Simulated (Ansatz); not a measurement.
`C#[C][SnH]([F])[Cl]` → 2 C• + Cl• + F• + 2 H• + Sn•  (atomization)

Gas-phase electronic energies from Ansatz, PBE0-D4/def2-TZVP geometries. CBS: MP2 limit from def2 TZ/QZ plus the TZ coupled-cluster correction, frozen cores. This one scheme is used for every species, atoms too. For atomizations the MP2-based limit and the directly extrapolated one differ by several kJ/mol either way, and by 10 to 25 for some Ge, Se and Sn compounds, so smaller differences from it don't rank the levels. Functionals use def2-TZVPP. No spin–orbit coupling; open shells (•) take unrestricted orbitals. Spin–orbit coupling would lower the free atoms: a little for C, Cl, F; strongly for Sn. def2 core potentials past Kr. Bonds to Sn are less sure, by a few kJ/mol each and by 10 to 20 or more in all where they break to atoms, as the def2 sets lack core-valence functions.

```tsv
level	ΔE (kJ/mol)	difference from CCSD(T)/CBS
LDA (SPW92)	2956.3	387.7
PBE-D4	2616.0	47.4
revPBE-D4	2529.1	-39.5
B97M-V	2578.2	9.6
PBE0-D4	2539.6	-29.0
CAM-B3LYP-D4	2535.2	-33.4
ωB97X-V	2553.1	-15.5
B2PLYP	2512.4	-56.2
BHLYP	2394.0	-174.6
CAM-B3LYP	2520.0	-48.6
HF/def2-SVP	1757.9	-810.7
MP2/def2-SVP	2458.2	-110.4
CCSD(T)/def2-SVP	2371.2	-197.4
HF/def2-TZVPP	1777.7	-790.9
MP2/def2-TZVPP	2564.0	-4.6
HF/CBS(def2)	1788.2	-780.4
CCSD(T)/CBS	2568.6	0
```

Largest T1 diagnostic among the species: 0.013.

Leaving LDA and LC-ωPBE aside and taking each functional with its dispersion term where it has one, the values, not all of them listed here, spread over 197.6 kJ/mol, from BHLYP-D4 to PBE-D4. LDA lies +357.3 kJ/mol from PBE without D4, its usual overbinding. At CCSD(T), def2-SVP lies −197.4 kJ/mol from the extrapolated value and def2-TZVPP −89.0 kJ/mol: correlation converges slowly with the basis, and small sets miss more of it in the bonded molecule than in its fragments.
